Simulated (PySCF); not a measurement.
Predicted microwave data (PBE0/pcSseg-1 in PySCF (dipole) on a GFN2-xTB geometry, gas phase) for one isomer of C6H4N2:

| Item | Value |
| --- | --- |
| Rotational constants | A = 6065, B = 1570, C = 1247 MHz |
| Dipole components | \|μa\| = 2.00 D, \|μb\| = 0.00 D, \|μc\| = 0.00 D |
| Inertial defect | 0.00 u·Å² |
| κ | -0.87 |

Problem. Which candidate fits, each taken in the one conformer that was computed?
A. `C=C1CC1(C#N)C#N`
B. `N#Cc1ccncc1`

Solution. B. It is N#Cc1ccncc1, an asymmetric top, point group C2v. The candidates at the same level (rigid rotor, commonest isotopes):

```csv
SMILES,A (MHz),B (MHz),C (MHz),μa (D),μb (D),μc (D),Δ (u·Å²),point group,rotor
C=C1CC1(C#N)C#N,2347,2172,1427,4.84,0.00,1.55,-93.89,Cs,asymmetric top
N#Cc1ccncc1,6065,1570,1247,2.00,0.00,0.00,0.00,C2v,asymmetric top
```

`C=C1CC1(C#N)C#N` has A 61 % too low. In the right answer the symmetry axis of this C2v structure is a, so μb and μc vanish by symmetry. No structure here is proved a minimum.
